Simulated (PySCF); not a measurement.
ZnH2, SMILES [ZnH2].

Geometry optimised at PBE-D3(BJ)/def2-TZVPD. The isomer is the one that the SMILES or the coordinates give; other isomers of the formula were not compared.

All values below come from PySCF with C-PCM-M06-2X/def2-TZVPD.

The values are the electrostatic part of the solvation free energy, E(continuum) − E(gas) at the gas-phase geometry, in a cavity of scaled van der Waals radii (PySCF's table); cavitation and dispersion terms are not included. A continuum can't describe solvent molecules that bind to the metal. In vacuum the orbital gap is 8.59 eV. The dipole moment in vacuum is 0.00 D.

```csv
solvent,ε,ΔG(elec) (kcal/mol),dipole (D),gap (eV)
water,78.36,-12.4,0.00,8.95
tetrahydrofuran,7.43,-10.5,0.00,8.91
n-hexane,1.88,-5.2,0.00,8.75
```
